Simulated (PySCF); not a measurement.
The scaffold silaethenyl-X carries different groups X. Isolated molecules, 0 K electronic values unless said otherwise. One relaxed conformer stands for each flexible species; it need not be the lowest. Strings in code marks are SMILES. In the def2 sets, heavy atoms carry core potentials. All members: neutral, multiplicity 1. Level: ωB97X-D3(BJ)/def2-TZVP // PBE0-D3(BJ)/def2-TZVP (PySCF), beside PBE-D3(BJ)/def2-TZVP // PBE0-D3(BJ)/def2-TZVP (PySCF) at the same geometries. 

| species | HOMO–LUMO gap, PBE (eV) | HOMO–LUMO gap, ωB97X-D3(BJ) (eV) |
|---|---|---|
| `C=[SiH]C#CC` | 3.18 | 9.09 |
| `C=[SiH]C(N)=O` (C–Si–C–O torsion 180°, Si–C–N–H torsion 0°) | 3.25 | withheld |
| `C=[SiH]Cl` | 3.73 | 9.86 |
| `C=[SiH]CO` (C–Si–C–O torsion -4°, Si–C–O–H torsion -47°) | 3.75 | 9.84 |
| `C=[SiH]C` | 3.77 | 9.87 |
| `C=[SiH]N` (C–Si–N–H torsion 180°) | 3.91 | 10.07 |

Q: Fit y = a + b·x, y being the HOMO–LUMO gap at the first level, to the 5 complete rows by least squares, with x = the PBE value in eV. Give a, b and the rms residual, and predict the withheld value.

A: Means of the 5 rows: x̄ = 3.668, ȳ = 9.746 eV. Σ(x − x̄)² = 0.31768 and Σ(x − x̄)(y − ȳ) = 0.42596, so b = 1.341 and a = ȳ − b·x̄ = 4.827 eV. The rms residual is 0.017 eV. At x = 3.25 the line gives 9.19 eV. The run for `C=[SiH]C(N)=O` (C–Si–C–O torsion 180°, Si–C–N–H torsion 0°) gave 9.35 eV, so the line is off by 0.16 eV, more than twice the rms residual.

Codes: PySCF.
